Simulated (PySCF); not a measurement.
Compound: [MoO3(NH2)]- (charge -1 and singlet state).
Structure used (PBE0-D3(BJ)/def2-SVP), in Å, numbered top down from 1:
```xyz
7
H2MoNO3 angstrom
Mo     0.3807    0.6335    0.2069
O      0.3170    0.5477    1.9256
O      2.0112    0.5529   -0.3353
O     -0.4447    2.0412   -0.3389
N     -0.5515   -0.9474   -0.5984
H     -0.0823   -1.8473   -0.5326
H     -1.5385   -1.0826   -0.3959
```

Method used: PBE0-D3(BJ)/def2-SVP geometry optimisation, gas phase, def2 core potentials past Kr (PySCF).

**Question.** Which atoms are bound to Mo1, and at what distances?

**Answer.** 4 atoms: O3 1.720 Å, O4 1.721 Å, O2 1.722 Å, N5 2.004 Å. The nearest atom not counted as bound is H6, at 2.63 Å.

**Question.** List the angles at Mo1.

**Answer.** 
| angle | degrees | distance of the outer atoms (Å) |
| --- | --- | --- |
| O3–Mo1–O4 | 113.1 | 2.87 |
| O2–Mo1–O3 | 110.3 | 2.83 |
| O2–Mo1–N5 | 110.2 | 3.06 |
| O2–Mo1–O4 | 109.9 | 2.82 |
| O4–Mo1–N5 | 107.1 | 3.00 |
| O3–Mo1–N5 | 106.1 | 2.98 |

**Question.** What is the shape at Mo1?

**Answer.** Distorted tetrahedral: angles from 106.1° to 113.1°; τ4 = (360° − α − β)/141° = 0.97 with α and β the two widest (0 for a square, 1 for a tetrahedron).

**Question.** What are the other bond lengths?

**Answer.** N5–H6, N5–H7 1.017 Å.

Point group: near Cs, missed by 0.15 Å at most; the miss may be what the optimiser left on a soft mode. Charge -1, singlet. No frequency check.
